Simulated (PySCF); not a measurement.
# A small calculation by hand: oscillator strength and radiative lifetime

C2H7BO3, SMILES OCCB(O)O.

The structure is a stationary point at PBE0-D3(BJ)/def2-SVP. Other conformers were not sampled.

TDA-ωB97X/def2-SVPD (PySCF) puts the first singlet state with f over 0.02 at 8.36 eV (vertical), with the transition dipole (-0.333, 0.046, 0.159) in atomic units.

**Question.** Find the oscillator strength, the wavelength and the radiative lifetime that this transition would have in vacuum if emission retraced absorption.

**Answer.** 
|μ|² = 0.1383 au, so |μ| = 0.95 D. ΔE = 8.36/27.211 = 0.3072 hartree. f = (2/3) ΔE |μ|² = 0.028 (the program prints 0.028).
λ = 1239.84/8.36 = 148 nm; ν = 67428 cm⁻¹.
Einstein's coefficient A = 0.6670 ν² f s⁻¹ (ν in cm⁻¹) = 8.6e7 s⁻¹, so τ = 1/A = 12 ns. This state is S2; the lower singlet has f = 0.009. The figure is the radiative limit of this one transition; relaxation, internal conversion, crossing to triplets and a medium change what is measured.
